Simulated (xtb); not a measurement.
A run for xtb: GFN2-xTB on H2SSe2 (SMILES S[Se][SeH]), a point of a torsion scan.

```
$ xtb mol.xyz --gfn 2 --opt vtight --chrg 0 --uhf 0 --input xcontrol
5

S      1.96795470    -0.18776414    -0.25432538
Se     0.04597493    -1.28140978    -0.73357568
Se    -0.60223800    -2.69161062     1.06673280
H      1.64262683     1.19115095    -0.31236669
H     -0.76735434    -1.93265998     2.37777899
$constrain
  force constant=1.0
  dihedral: 4,1,2,3,240.0
$end
```

Program output:

```
[...]
           -------------------------------------------------
          |                Calculation Setup                |
           -------------------------------------------------



           -------------------------------------------------
          |                 G F N 2 - x T B                 |
           -------------------------------------------------

        Reference                      10.1021/acs.jctc.8b01176
      * Hamiltonian:
        H0-scaling (s, p, d)           1.850000    2.230000    2.230000
        zeta-weighting                 0.500000
      * Dispersion:
        s8                             2.700000
        a1                             0.520000
        a2                             5.000000
        s9                             5.000000
      * Repulsion:
        kExp                           1.500000    1.000000
        rExp                           1.000000
      * Coulomb:
        alpha                          2.000000
        third order                    shell-resolved
        anisotropic                    true
        a3                             3.000000
        a5                             4.000000
        cn-shift                       1.200000
        cn-exp                         4.000000
        max-rad                        5.000000


          ...................................................
          :                      SETUP                      :
          :.................................................:
          :  # basis functions                  32          :
          :  # atomic orbitals                  29          :
          :  # shells                           11          :
          :  # electrons                        20          :
          :  max. iterations                   250          :
          :  Hamiltonian                  GFN2-xTB          :
          :  restarted?                      false          :
          :  GBSA solvation                  false          :
          :  PC potential                    false          :
          :  electronic temp.          300.0000000     K    :
          :  accuracy                    1.0000000          :
          :  -> integral cutoff          0.2500000E+02      :
          :  -> integral neglect         0.1000000E-07      :
          :  -> SCF convergence          0.1000000E-05 Eh   :
          :  -> wf. convergence          0.1000000E-03 e    :
          :  Broyden damping             0.4000000          :
          :  net charge                          0          :
          :  unpaired electrons                  0          :
          ...................................................

 iter      E             dE          RMSdq      gap      omega  full diag
   1    -10.6532737 -0.106533E+02  0.790E+00    2.54       0.0  T
   2    -10.6557793 -0.250557E-02  0.397E+00    2.46       1.0  T
   3    -10.6562337 -0.454390E-03  0.711E-01    2.40       1.0  T
   4    -10.6562448 -0.111425E-04  0.328E-01    2.39       1.0  T
   5    -10.6562490 -0.416510E-05  0.896E-02    2.39       1.0  T
   6    -10.6562496 -0.672218E-06  0.366E-02    2.39       1.2  T
   7    -10.6562498 -0.155286E-06  0.153E-02    2.39       2.9  T
   8    -10.6562498 -0.275277E-07  0.450E-03    2.39       9.9  T
   9    -10.6562498 -0.310650E-08  0.175E-03    2.39      25.5  T
  10    -10.6562498 -0.649534E-09  0.983E-04    2.39      45.5  T
  11    -10.6562498 -0.300432E-09  0.510E-04    2.39      87.7  T

   *** convergence criteria satisfied after 11 iterations ***

         #    Occupation            Energy/Eh            Energy/eV
      -------------------------------------------------------------
         1        2.0000           -0.7708200             -20.9751
       ...           ...                  ...                  ...
         4        2.0000           -0.5122139             -13.9381
         5        2.0000           -0.4955581             -13.4848
         6        2.0000           -0.4669022             -12.7051
         7        2.0000           -0.4541646             -12.3584
         8        2.0000           -0.4166847             -11.3386
         9        2.0000           -0.4048166             -11.0156
        10        2.0000           -0.3852118             -10.4821 (HOMO)
        11                         -0.2973332              -8.0908 (LUMO)
        12                         -0.2782561              -7.5717
        13                         -0.2163908              -5.8883
        14                         -0.1954172              -5.3176
        15                         -0.0408553              -1.1117
       ...                                ...                  ...
        29                          0.8963487              24.3909
      -------------------------------------------------------------
                  HL-Gap            0.0878786 Eh            2.3913 eV
             Fermi-level           -0.3412725 Eh           -9.2865 eV

 SCC (total)  
[...]
22             -10.9848
        10        2.0000           -0.3920727             -10.6688 (HOMO)
        11                         -0.2741147              -7.4590 (LUMO)
        12                         -0.2679276              -7.2907
        13                         -0.2003012              -5.4505
        14                         -0.1749464              -4.7605
        15                         -0.0485177              -1.3202
       ...                                ...                  ...
        29                          1.0262944              27.9269
      -------------------------------------------------------------
                  HL-Gap            0.1179579 Eh            3.2098 eV
             Fermi-level           -0.3330937 Eh           -9.0639 eV

 SCC (total)                   0 d,  0 h,  0 min,  0.003 sec
 SCC setup                      ...        0 min,  0.000 sec (  1.196%)
 Dispersion                     ...        0 min,  0.000 sec (  0.254%)
 classical contributions        ...        0 min,  0.000 sec (  0.120%)
 integral evaluation            ...        0 min,  0.001 sec ( 24.873%)
 iterations                     ...        0 min,  0.001 sec ( 20.651%)
 molecular gradient             ...        0 min,  0.001 sec ( 50.373%)
 printout                       ...        0 min,  0.000 sec (  2.192%)

         :::::::::::::::::::::::::::::::::::::::::::::::::::::
         ::                     SUMMARY                     ::
         :::::::::::::::::::::::::::::::::::::::::::::::::::::
         :: total energy             -10.658987879270 Eh    ::
         :: gradient norm              0.000010412911 Eh/a0 ::
         :: HOMO-LUMO gap              3.209799131189 eV    ::
         ::.................................................::
         :: SCC energy               -10.679656425719 Eh    ::
         :: -> isotropic ES            0.003869614950 Eh    ::
         :: -> anisotropic ES          0.000099336978 Eh    ::
         :: -> anisotropic XC          0.003822240410 Eh    ::
         :: -> dispersion             -0.003931299343 Eh    ::
         :: repulsion energy           0.020656398460 Eh    ::
         :: add. restraining           0.000012147989 Eh    ::
         :: total charge              -0.000000000000 e     ::
         :::::::::::::::::::::::::::::::::::::::::::::::::::::

           -------------------------------------------------
          |                Property Printout                |
           -------------------------------------------------

    * Orbital Energies and Occupations

         #    Occupation            Energy/Eh            Energy/eV
      -------------------------------------------------------------
         1        2.0000           -0.7768934             -21.1403
         2        2.0000           -0.7593289             -20.6624
         3        2.0000           -0.7308874             -19.8885
         4        2.0000           -0.5176242             -14.0853
         5        2.0000           -0.4993426             -13.5878
         6        2.0000           -0.4813853             -13.0992
         7        2.0000           -0.4623259             -12.5805
         8        2.0000           -0.4154526             -11.3050
         9        2.0000           -0.4036822             -10.9848
        10        2.0000           -0.3920727             -10.6688 (HOMO)
        11                         -0.2741147              -7.4590 (LUMO)
        12                         -0.2679276              -7.2907
        13                         -0.2003012              -5.4505
        14                         -0.1749464              -4.7605
        15                         -0.0485177              -1.3202
        16                         -0.0378800              -1.0308
        17                         -0.0304613              -0.8289
        18                         -0.0263632              -0.7174
        19                         -0.0200681              -0.5461
        20                         -0.0051341              -0.1397
        21                          0.0478428               1.3019
       ...                                ...                  ...
        29                          1.0262944              27.9269
      -------------------------------------------------------------
                  HL-Gap            0.1179579 Eh            3.2098 eV
             Fermi-level           -0.3330937 Eh           -9.0639 eV

     #   Z          covCN         q      C6AA      α(0)
     1  16 S        1.892    -0.177   148.540    20.513
     2  34 Se       1.937    -0.035   236.893    26.819
     3  34 Se       1.897    -0.106   239.288    26.955
     4   1 H        0.923     0.178     1.217     1.726
     5   1 H        0.923     0.140     1.460     1.889

 Mol. C6AA /au·bohr⁶  :       2056.476145
 Mol. C8AA /au·bohr⁸  :     125031.953425
 Mol. α(0) /au        :         77.901935
Note: The following floating-point exceptions are signalling: IEEE_UNDERFLOW_FLAG IEEE_DENORMAL
normal termination of xtb


Wiberg/Mayer (AO) data.
largest (>0.10) Wiberg bond orders for each atom

 ---------------------------------------------------------------------------
     #   Z sym  total        # sym  WBO       # sym  WBO       # sym  WBO
 ---------------------------------------------------------------------------
     1  16 S    2.243 --     2 Se   1.219     4 H    0.935
     2  34 Se   2.607 --     3 Se   1.320     1 S    1.219
     3  34 Se   2.352 --     2 Se   1.320     5 H    0.941
     4   1 H    0.968 --     1 S    0.935
     5   1 H    0.980 --     3 Se   0.941
 ---------------------------------------------------------------------------

Topologies differ in total number of bonds
Writing topology from bond orders to xtbtopo.mol

molecular dipole:
                 x           y           z       tot (Debye)
 q only:       -0.197       0.620       0.413
   full:       -0.342       0.687       0.303       2.096
molecular quadrupole (traceless):
                xx          xy          yy          xz          yz          zz
 q only:       -0.957       2.257      -1.888      -0.537      -1.522       2.845
  q+dip:       -2.349       1.544      -0.424       0.144       0.612       2.773
   full:       -2.346       1.888      -0.232      -0.244       0.093       2.578

           -------------------------------------------------
          |                Geometry Summary                 |
           -------------------------------------------------

      molecular mass/u    :      191.9994460
   center of mass at/Å    :        0.1233720      -1.6290671       0.2901992
  moments of inertia/u·Å² :        0.8080094E+02   0.3427405E+03   0.4167831E+03
rotational constants/cm⁻¹ :        0.2086316E+00   0.4918483E-01   0.4044701E-01

 * 3 selected distances

     #   Z          #   Z                                           value/Å
     2  34 Se       3  34 Se                                      2.2958331 (max)
     1  16 S        4   1 H                                       1.3331443 (min)
     3  34 Se       5   1 H                                       1.4593702

 * 3 distinct bonds (by element types)

   Z      Z             #   av. dist./Å        max./Å        min./Å
   1 H   16 S           1     1.3331443     1.3331443     1.3331443
   1 H   34 Se          1     1.4593702     1.4593702     1.4593702
  34 Se  34 Se          1     2.2958331     2.2958331     2.2958331


optimized geometry written to: xtbopt.xyz


           -------------------------------------------------
          | TOTAL ENERGY              -10.658987879270 Eh   |
          | GRADIENT NORM               0.000010412911 Eh/α |
          | HOMO-LUMO GAP               3.209799131189 eV   |
           -------------------------------------------------

------------------------------------------------------------------------
------------------------------------------------------------------------
 total:
 SCF:
 ANC optimizer:
```

The run finished.

Warnings raised: the energy holds the restraint's term.

Cost: around 0.12 core-seconds (rough).
